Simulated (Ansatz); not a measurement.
Input for Ansatz (development build ahead of 0.2.0):

```yaml
crystal:
  periodic: [false, false, false]
  atoms:
    - { symbol: Li, position_ang: [1.09368, 0.03289, 0.01491] }
    - { symbol: Li, position_ang: [-1.07127, 0.06225, -0.02529] }
    - { symbol: F, position_ang: [0.02983, 1.36136, 0.03373] }
    - { symbol: F, position_ang: [-0.03128, -1.33617, -0.03084] }
basis:
  gaussian: { orbitals: "6-31G" }
hamiltonian:
  xc: hf
correlation:
  method: mp2
  frozen_orbitals: { F: 1, Li: 0 }
```

The input is written out in the form of the current development build from the run's settings.

Output:

```
Converged                       : yes
Reference energy                : -213.95827 hartree
Correlation energy              : -0.26959 hartree
Total energy                    : -214.22786 hartree
Spin squared of the determinant : 0.000
```
